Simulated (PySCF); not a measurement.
C₄H₁₄O₂Si₂, SMILES CO[Si](C)(C[SiH3])OC (GFN2-xTB optimised geometry):

```
22

Si    -1.058    -2.940    -1.179
C     -1.298    -1.074    -1.406
Si    -0.604    -0.012     0.000
C      1.304    -0.012     0.000
O     -1.249    -0.684     1.331
C     -1.205    -0.202     2.644
O     -1.157     1.534     0.000
C     -0.928     2.533    -0.949
H     -1.643    -3.626    -2.341
H     -1.710    -3.426     0.034
H      0.373    -3.262    -1.139
H     -0.837    -0.765    -2.343
H     -2.364    -0.871    -1.511
H      1.697    -1.003     0.203
H      1.700     0.660     0.759
H      1.710     0.306    -0.957
H     -1.912    -0.784     3.236
H     -0.201    -0.322     3.061
H     -1.480     0.852     2.680
H     -1.467     3.426    -0.631
H      0.138     2.762    -1.025
H     -1.290     2.225    -1.933
```

Calculation: PySCF with PBE0/def2-SVP.

Problem. What are the frontier orbital energies and the dipole moment?

Solution. HOMO-2 -8.37 eV, HOMO-1 -7.99 eV, HOMO -7.53 eV, LUMO 1.14 eV, LUMO+1 1.74 eV; dipole moment 1.98 D.

On the same geometry PBE/def2-SVP run with PySCF gives HOMO-2 -6.80 eV, HOMO-1 -6.34 eV, HOMO -6.06 eV, LUMO 0.31 eV, LUMO+1 0.85 eV; dipole moment 1.90 D.

Meta-Löwdin charges at PBE0/def2-SVP: Si1 0.49, C2 -0.68, Si3 1.25, C4 -0.59, O5 -0.60, C6 -0.07, O7 -0.61, C8 -0.07, H9 -0.10, H10 -0.09, H11 -0.11, H12 0.12, H13 0.13, H14 0.12, H15 0.11, H16 0.11, H17 0.11, H18 0.09, H19 0.10, H20 0.11, H21 0.09, H22 0.09.
